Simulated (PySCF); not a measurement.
C₄H₅NSi, SMILES N[SiH](C#C)C#C. Geometry optimised at PBE-D3(BJ)/def2-SVP. This is a generated structure with no PubChem entry under its InChIKey; it may be hypothetical. The values are those of a single conformer.

Problem. Give the equilibrium geometry at PBE-D3(BJ)/def2-SVP (PySCF confirms it by a frequency run) as bond lengths and angles. (The exact figures need the calculation; the answer reports its results.)

Solution. Several could match; the one computed here: 
Atoms: C1 C2 Si3 N4 C5 C6 H7 H8 H9 H10 H11. Bonds (Å): C1–C2 1.228, C1–H7 1.082, C2–Si3 1.839, Si3–N4 1.739, Si3–C5 1.849, Si3–H8 1.499, N4–H9 1.024, N4–H10 1.024, C5–C6 1.230, C6–H11 1.082. Bond angles (°): C2–C1–H7 179.8, C1–C2–Si3 179.5, C2–Si3–N4 107.9, C2–Si3–C5 107.0, C2–Si3–H8 111.2, N4–Si3–C5 115.5, N4–Si3–H8 107.5, C5–Si3–H8 107.8, Si3–N4–H9 117.5, Si3–N4–H10 117.2, H9–N4–H10 109.9, Si3–C5–C6 177.8, C5–C6–H11 179.7.
